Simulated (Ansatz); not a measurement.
CClF (SMILES F[C]Cl) moved off its minimum; all values from Ansatz (a first-principles code), cores frozen in correlated methods.
(charge 0, multiplicity 1)
```xyz
3

F     -1.3854    -0.2731     0.0552
C     -0.6237     0.6654     0.0558
Cl     1.0234    -0.1174    -0.0653
```

Problem. Give the forces (eV/Å), the total energy and the dipole at CCSD(T)/aug-cc-pV(T+d)Z.

Solution. 
```json
[
 {"atom": "F1", "Fx": "-3.414", "Fy": "-3.287", "Fz": "0.037"},
 {"atom": "C2", "Fx": "3.529", "Fy": "2.807", "Fz": "-0.064"},
 {"atom": "Cl3", "Fx": "-0.115", "Fy": "0.480", "Fz": "0.027"}
]
```
Energy -597.4088 hartree, dipole 1.08 D.

Doubts at one or more of the structures used: a restricted determinant that unrestricted orbitals would lower (CCSD(T)/aug-cc-pV(T+d)Z).
